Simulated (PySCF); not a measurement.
# Ionisation energy of Nb by level of theory

Nb [Kr] 4d4 5s1 (6D) → Nb⁺ [Kr] 4d4 (5D), as a difference of total energies. All numbers are calculated (PySCF 2.14, scalar relativity by spin-free X2C-1e, in x2c-TZVPall (8s6p6d1f, 63 functions)). Correlated levels: valence: [Kr] frozen. The calculations carry no spin-orbit coupling.

```tsv
method	ionisation energy (eV)
UHF	5.994
MP2 (valence)	6.343
SCS-MP2 (valence)	6.110
```

Errors of the correlated levels include the incompleteness of this basis and the frozen core.

Which method comes closest to the reference value, and which is furthest?

The reference is 6.776 eV (measured; NIST levels, between the centres of gravity of the two terms). Closest: MP2 (valence) (error -0.433 eV); furthest: UHF (error -0.782 eV).
